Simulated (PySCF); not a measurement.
Si(H)(F)(Et)(OH) (C2H7FOSi), SMILES F[SiH](CC)O.

Geometry optimised at PBE-D3(BJ)/def2-SVP. The structure was generated by enumeration, and PubChem lists no compound with its InChIKey, so it may never have been made. One conformer was computed; it need not be the lowest.

All values below come from PBE-D3(BJ)/def2-SVP (PySCF).

Frequencies are harmonic and unscaled.

| mode | ν (cm⁻¹) | IR (km/mol) | moving atoms (share of kinetic energy) |
|---|---|---|---|
| 1 | 68 | 1.0 | H 39 %, C 35 %, F 12 %, O 10 % |
| 2 | 136 | 1.1 | C 26 %, H 25 %, O 25 %, F 17 % |
| 3 | 181 | 6.2 | H 76 %, Si 10 % |
| 4 | 233 | 39.1 | H 75 %, F 12 % |
| 5 | 283 | 36.7 | F 31 %, C 31 %, H 18 %, O 16 % |
| 6 | 317 | 35.8 | H 48 %, Si 24 %, O 14 %, C 9 % |
| 7 | 356 | 53.7 | O 24 %, H 22 %, F 22 %, Si 18 %, C 15 % |
| 8 | 625 | 4.6 | H 59 %, C 32 % |
| 9 | 666 | 55.7 | H 46 %, C 26 %, Si 19 % |
| 10 | 761 | 30.2 | H 69 %, O 18 % |
| 11 | 800 | 14.6 | H 75 %, F 19 % |
| 12 | 839 | 239.1 | H 39 %, Si 32 %, F 15 %, O 13 % |
| 13 | 866 | 105.0 | H 75 %, O 12 %, Si 9 % |
| 14 | 905 | 96.4 | H 35 %, Si 30 %, O 18 %, F 14 % |
| 15 | 952 | 18.4 | H 79 %, C 17 % |
| 16 | 960 | 72.3 | H 59 %, Si 20 %, C 13 % |
| 17 | 1024 | 20.9 | C 70 %, H 29 % |
| 18 | 1202 | 2.5 | H 79 %, C 21 % |
| 19 | 1218 | 9.8 | H 58 %, C 41 % |
| 20 | 1346 | 1.0 | H 82 %, C 18 % |
| 21 | 1377 | 5.0 | H 91 %, C 9 % |
| 22 | 1425 | 6.6 | H 97 % |
| 23 | 1428 | 7.1 | H 97 % |
| 24 | 2220 | 122.5 | H 97 % |
| 25 | 2966 | 10.0 | H 94 % |
| 26 | 2968 | 28.7 | H 97 % |
| 27 | 3015 | 4.0 | H 91 %, C 9 % |
| 28 | 3053 | 18.4 | H 91 %, C 9 % |
| 29 | 3057 | 18.3 | H 91 %, C 9 % |
| 30 | 3764 | 64.1 | H 94 % |
